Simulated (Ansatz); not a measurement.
Job for Ansatz (a first-principles code): R-PBE/def2-TZVPP on ClO-, 2S+1 = 1, a spin state set in the input, which need not be the lowest, a point of a bond scan (R = 1.678 Å). Charge -1.

Ansatz 0.2 input:
```yaml
crystal:
  periodic: [false, false, false]
  atoms:
    - {symbol: O, position_ang: [0.00000000, 0.00000000, 0.00000000]}
    - {symbol: Cl, position_ang: [0.00000000, 0.00000000, 1.67823100]}
basis:
  gaussian:
    orbitals: def2-TZVPP
    pivot_positions_ang: [[0.00000000, 0.00000000, 0.00000000], [0.00000000, 0.00000000, 1.67823100]]
hamiltonian:
  xc: {name: PBE}
total_charge: -1
output: {forces: true, orbitals: {seedname: ./end}}
```

Output:

```
WARN ansatz: RAYON_NUM_THREADS=1 ignored (pool sized by the plan → 1); use --threads N
Functional definition: PBE
integrals: 0.01 GiB planned
445 factors; their error is unknown
mean field: 0.12 GiB planned
mean field evaluation 1: about -14560.6605 eV, gradient 3.0e1 eV
mean field evaluation 2: about -14557.9792 eV, gradient 4.9e1 eV
mean field evaluation 4: about -14562.4560 eV, gradient 2.1e0 eV
mean field evaluation 8: about -14562.4543 eV, gradient 1.7e-2 eV
mean field -14562.45434755 eV, -535.1603264865 hartree, gradient 7.2e-5 eV, S^2 0.000000; 0 other end points of the search recorded, 0 dependent functions left out
the calculation of the forces begins
reference -14562.45436554 eV, -535.1603271475 hartree; 13, 13 occupied and 60, 60 virtual orbitals, 445 factors
Total energy: -14562.45436554 eV, -535.1603271475 hartree
Atom 0 at     0.000000     0.000000     0.000000 Å, force    -0.000000    -0.000000    -0.405631 eV/Å
Atom 1 at     0.000000     0.000000     1.678231 Å, force     0.000000     0.000000     0.405631 eV/Å
Dipole moment:     0.000000     0.000000     0.519298 e Å
```

The calculation finished and met its thresholds.

Cost: very roughly 0.6 core-seconds.
